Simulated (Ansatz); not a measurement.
Input file for ClFGeHS, SMILES `[F][Ge]([SH])[Cl]` radical:

```yaml
crystal:
  periodic: [false, false, false]
  atoms:
    - {symbol: F, position_ang: [-1.117728, -0.858743, 1.560347]}
    - {symbol: Ge, position_ang: [0.026092, -0.740805, 0.259567]}
    - {symbol: S, position_ang: [0.799721, 1.339534, 0.436747]}
    - {symbol: Cl, position_ang: [-1.100216, -1.056614, -1.557063]}
    - {symbol: H, position_ang: [1.442031, 1.242928, -0.741000]}
basis:
  gaussian: {orbitals: def2-SVP}
magnetization: {spin_polarized: true, initial_magnetization: 1}
correlation: {method: ccsd_t}
scf: {omitted_lower_state_checks: [cluster_reference]}
```

```sh
$ ansatz run in.yaml --threads 2 --pin off --events-out ev --progress --plain --max-ram 22528MiB --backend cpu
```

Log, shortened:

```
Functional definition: HF
811 factors; integrals over basis functions are off by at most 6.9e-4 eV
mean field evaluation 1: about -82499.1597 eV, gradient 2.2e1 eV
mean field evaluation 2: about -82499.1870 eV, gradient 2.2e1 eV
mean field evaluation 4: about -82501.6512 eV, gradient 2.3e0 eV
mean field evaluation 8: about -82501.7444 eV, gradient 1.6e-1 eV
mean field -82501.74544696 eV, -3031.8832234844 hartree, gradient 2.5e-6 eV, S^2 0.763264; 0 other end points of the search recorded, 0 dependent functions left out
20 core orbitals not correlated: weight in the atoms' cores, before any rotation towards them, 1.000 or more for the frozen orbitals, at most 0.000 for the correlated occupied ones
reference -82501.74544696 eV, -3031.8832234844 hartree; 18, 17 occupied and 49, 50 virtual orbitals, 811 factors
second order -17.75247886 eV of doubles, -0.00000000 eV of singles
cycle   1  -17.84421325 eV  change   -9.2e-2 eV  update   1.0e-1
cycle   2  -18.28878143 eV  change   -4.4e-1 eV  update   3.3e-2
cycle   3  -18.40002521 eV  change   -1.1e-1 eV  update   1.9e-2
cycle   4  -18.39537524 eV  change    4.6e-3 eV  update   6.4e-3
cycle   5  -18.39218023 eV  change    3.2e-3 eV  update   3.5e-3
cycle   6  -18.39308297 eV  change   -9.0e-4 eV  update   1.7e-3
cycle   7  -18.39298232 eV  change    1.0e-4 eV  update   7.8e-4
cycle   8  -18.39331098 eV  change   -3.3e-4 eV  update   4.0e-4
cycle   9  -18.39344798 eV  change   -1.4e-4 eV  update   1.9e-4
cycle  10  -18.39330549 eV  change    1.4e-4 eV  update   9.6e-5
cycle  11  -18.39334032 eV  change   -3.5e-5 eV  update   4.5e-5
cycle  12  -18.39334402 eV  change   -3.7e-6 eV  update   1.9e-5
perturbative correction -0.46646955 eV, -0.0171424398 hartree
Total energy: -82520.60526054 eV, -3032.5763088495 hartree
Checks for a lower state left out: cluster_reference
```

Run time 14 s (2 threads of an AMD EPYC 7R13 on a shared host); peak host memory 0.55 GiB.

The correlation energy is -18.860 eV, 2.5 % of it from (T); the T1 diagnostic reads 0.0139.
